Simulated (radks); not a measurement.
Q: Valence configurations of the cobalt ion Co2+ (all share [Ar]). Calculated with a radial shooting solver on a logarithmic mesh with Libxc functionals: non-relativistic Kohn-Sham, LDA (Slater exchange, Perdew-Wang correlation), spin-unpolarised, spherical densities, point nucleus. Order these by energy: 3d5.5 4p1.5; 3d6 4s1; 3d5.5 4s1.5; 3d5 4p2; 3d6 4p1; 3d6.5 4p0.5; 3d7; 3d6.5 4s0.5.

A: From the lowest, in eV above it: 3d7 0.000; 3d6.5 4s0.5 3.850; 3d6.5 4p0.5 7.026; 3d6 4s1 8.733; 3d5.5 4s1.5 14.784; 3d6 4p1 15.341; 3d5.5 4p1.5 25.107; 3d5 4p2 36.445. NIST lists [Ar] 3d7 as the ground configuration; this level of theory agrees among the configurations tried. The energies are those of spherical spin-averaged densities, not of single terms.
